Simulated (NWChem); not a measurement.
System: C$_{4}$H$_{4}$OS; SMILES Sc1ccco1

```xyz
10

S      0.1886    -1.9399    -0.3768
C      0.0157    -0.2086    -0.1391
C     -1.0895     0.5774     0.0333
C     -0.6258     1.9311     0.0647
C      0.7265     1.8679    -0.0894
O      1.1377     0.5785    -0.2255
H      0.7420    -2.2469     0.8213
H     -2.1062     0.2248     0.1319
H     -1.2195     2.8258     0.1908
H      1.5083     2.6120    -0.1195
```
Atoms are numbered in this order, from 1.

Results from NWChem. Structure relaxed at the B3LYP/6-31G* (spherical d) level. GIAO values for the isolated, static molecule; σ is the absolute isotropic shielding, δ = σ(reference) − σ with the isolated reference molecule computed at the same levels (13C: tetramethylsilane, 1H: tetramethylsilane, 17O: water).

### Question
Estimate the computed values for PBE/pcSseg-1. Quantities: σ S1 (ppm); δ C2 (ppm); δ C3 (ppm); δ C5 (ppm); δ O6 (ppm); δ H7 (ppm); δ H10 (ppm).

### Answer
The σ S1 (ppm) comes out as 560.5. The δ C2 (ppm) comes out as 144.2 and the δ C3 (ppm) is 123.6. The δ C5 (ppm) comes out as 149.7 and the δ O6 (ppm) is 342.6. The δ H7 (ppm) comes out as 3.53 and the δ H10 (ppm) is 7.42.
